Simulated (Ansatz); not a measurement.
Geometry optimisation, UKS PBE0-D4/def2-SVP in Ansatz.

Input file:

```yaml
crystal:
  periodic: [false, false, false]
  atoms:
    - { symbol: Ga, position_ang: [0.0, 0.0, -0.102549] }
    - { symbol: Cl, position_ang: [0.0, 0.0, 2.101049] }
    - { symbol: Cl, position_ang: [1.853263, 0.0, -1.131436] }
    - { symbol: Cl, position_ang: [-1.853263, 0.0, -1.131436] }
    - { symbol: H, position_ang: [0.0, 0.0, 4.674372] }
magnetization:
  spin_polarized: true
  initial_magnetization: 1
basis:
  gaussian: { orbitals: def2-SVP }
hamiltonian:
  xc: pbe0
  dispersion: d4
relax:
  f_tol: 0.03
  max_steps: 50
output:
  orbitals: {}
```

Run as:

```bash
$ ansatz run input.yaml --threads 4 --pin off --max-ram 5120MiB --backend cpu --events-out ev --progress --plain --runs-dir out
```

**Question.** Where does it end, and by what steps?

**Answer.** The forces met the threshold. The force dipped under the threshold on the way, but the program's further checks kept it going. After 7 steps the energy has fallen by 0.082 eV; H5 moved furthest, 0.61 Å.

```json
{"step": "0", "energy less start (eV)": "0.0000", "largest force component (eV/Å)": "1.246", "accepted": "yes"}
{"step": "1", "energy less start (eV)": "-0.0515", "largest force component (eV/Å)": "0.350", "accepted": "yes"}
{"step": "2", "energy less start (eV)": "-0.0650", "largest force component (eV/Å)": "0.109", "accepted": "yes"}
{"step": "3", "energy less start (eV)": "-0.0766", "largest force component (eV/Å)": "0.038", "accepted": "yes"}
{"step": "4", "energy less start (eV)": "-0.0802", "largest force component (eV/Å)": "0.015", "accepted": "yes"}
{"step": "5", "energy less start (eV)": "-0.0815", "largest force component (eV/Å)": "0.007", "accepted": "yes"}
{"step": "6", "energy less start (eV)": "-0.0819", "largest force component (eV/Å)": "0.017", "accepted": "yes"}
{"step": "7", "energy less start (eV)": "-0.0819", "largest force component (eV/Å)": "0.021", "accepted": "yes"}
```

```xyz
5
Properties=species:S:1:pos:R:3
Ga 0.000 0.000 -0.218
Cl 0.000 0.000 1.903
Cl 1.834 0.000 -1.280
Cl -1.834 0.000 -1.280
H 0.000 0.000 5.284
```

Time of the run: 16 s on 4 threads of Arm Neoverse V2, with other jobs on the host, peak memory 0.31 GiB.
